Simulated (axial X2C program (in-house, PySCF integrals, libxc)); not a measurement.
**BiBr with a deliberately poor setting**

Computed with an axial X2C code built on PySCF integrals.

Input file and command:
```json
{"zs": [83, 35], "q": 0, "bas": ["dyall-v2z", "dyall-v2z"], "levels": ["PBE0", "HF", "LDA", "r2SCAN0"], "cc": false, "r0": 2.65, "npts": 10, "nst": 2, "ntry": 6, "opt": {"maxit": 3}}
```
```bash
python so2c.py task.json out
```

Keys: zs atomic numbers; q charge; bas basis sets; levels methods; cc coupled cluster on or off; r0 starting distance in Å; npts points on the curve; nst determinants followed; ntry starts of the search; maxit SCF iteration limit on the curve. HF also brings MP2.

Problem. One numerical setting was spoiled on purpose. Which, and what came out?

Solution. Too few iterations allowed. States: spin-free M_S = 1, Λ = 0; 2c Ω = 0. The apparent results, which are not to be taken for properties of BiBr:

```csv
Hamiltonian,level,points converged,Re (Å),ωe (cm⁻¹),De (eV),curve-fit residual (μEh)
spin-free,PBE0,0 of 10,n/a,n/a,n/a,n/a
spin-free,HF,0 of 10,n/a,n/a,n/a,n/a
spin-free,LDA,0 of 10,n/a,n/a,n/a,n/a
spin-free,r2SCAN0,0 of 10,n/a,n/a,n/a,n/a
2c,PBE0,0 of 10,n/a,n/a,n/a,n/a
2c,HF,0 of 10,n/a,n/a,n/a,n/a
2c,LDA,0 of 10,n/a,n/a,n/a,n/a
2c,r2SCAN0,0 of 10,n/a,n/a,n/a,n/a
```
